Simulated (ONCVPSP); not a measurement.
**Logarithmic derivatives: carbon, ONCV**

```json
{
 "Element": "carbon",
 "Generator": "ONCVPSP 4.0.1",
 "Type": "optimised norm-conserving Vanderbilt (ONCV)",
 "Functional": "LDA (Perdew-Wang 92)",
 "Relativity": "scalar-relativistic",
 "Frozen core": "[He]",
 "Valence charge": "4",
 "Reference configuration": "2s2 2p2",
 "Partial waves": "2s: rc 1.30 bohr, ncon 3, nbas 6, qcut 5.1 1/bohr, 1 projector; 2p: rc 2.85 bohr, ncon 3, nbas 6, qcut 4.6 1/bohr, 1 projector; d scattering state at 0.14 Ha: rc 2.80 bohr, ncon 5, nbas 10, qcut 3.2 1/bohr, 3 projectors, debl 0.8 Ha",
 "Local potential": "polynomial inside 1.25 bohr (lpopt 2, dvloc0 0 Ha)",
 "Core correction": "polynomial model core, fcfact 0.75"
}
```

The phase is arctan(r·R′/R) of the radial function R(r), unwrapped; energies in Ha, scanned from -2 to 5 Ha. A pole is an energy at which the radial function vanishes at the test radius. The pseudo phase is shifted by a multiple of π to meet the all-electron one at the reference energy, and phase errors are pseudo minus all-electron; the curves can meet again beyond the range given. Levels narrower than the energy grid can be missing from the lists of poles.

```
channel  radius (bohr)  reference energy (Ha)  poles, all-electron  poles, pseudo  unbroken range about the reference energy with phases within 0.05 rad  phase error 1 Ha above the reference energy (rad)
      s           1.32                  -0.50                 2.29           2.10                                                              below 3.0                                             -0.004
      p           2.89                  -0.20    -0.07, 1.76, 4.85    -0.07, 2.24                                                              below 0.2                                             +0.316
      d           2.84                   0.14           1.30, 3.89     1.30, 3.88                                                        the whole range                                             +0.000
```

Phases in the d channel:

| E (Ha) | all-electron | pseudo |
| --- | --- | --- |
| -1.98 | 1.369 | 1.369 |
| -1.80 | 1.358 | 1.358 |
| -1.62 | 1.346 | 1.346 |
| -1.44 | 1.332 | 1.332 |
| -1.26 | 1.314 | 1.314 |
| -1.08 | 1.293 | 1.293 |
| -0.90 | 1.267 | 1.267 |
| -0.72 | 1.232 | 1.232 |
| -0.54 | 1.185 | 1.185 |
| -0.36 | 1.116 | 1.116 |
| -0.18 | 1.006 | 1.006 |
| 0.00 | 0.810 | 0.810 |
| 0.18 | 0.404 | 0.404 |
| 0.36 | -0.323 | -0.323 |
| 0.54 | -0.926 | -0.926 |
| 0.72 | -1.224 | -1.224 |
| 0.90 | -1.381 | -1.381 |
| 1.08 | -1.481 | -1.481 |
| 1.26 | -1.557 | -1.557 |
| 1.44 | -1.624 | -1.624 |
| 1.62 | -1.696 | -1.696 |
| 1.80 | -1.793 | -1.793 |
| 1.98 | -1.961 | -1.961 |
| 2.16 | -2.392 | -2.392 |
| 2.34 | -3.525 | -3.526 |
| 2.52 | -4.189 | -4.189 |
| 2.70 | -4.408 | -4.408 |
| 2.88 | -4.511 | -4.511 |
| 3.06 | -4.573 | -4.573 |
| 3.24 | -4.615 | -4.616 |
| 3.42 | -4.648 | -4.648 |
| 3.60 | -4.675 | -4.675 |
| 3.78 | -4.699 | -4.699 |
| 3.96 | -4.721 | -4.722 |
| 4.14 | -4.743 | -4.745 |
| 4.32 | -4.767 | -4.770 |
| 4.50 | -4.794 | -4.799 |
| 4.68 | -4.828 | -4.835 |
| 4.86 | -4.874 | -4.887 |
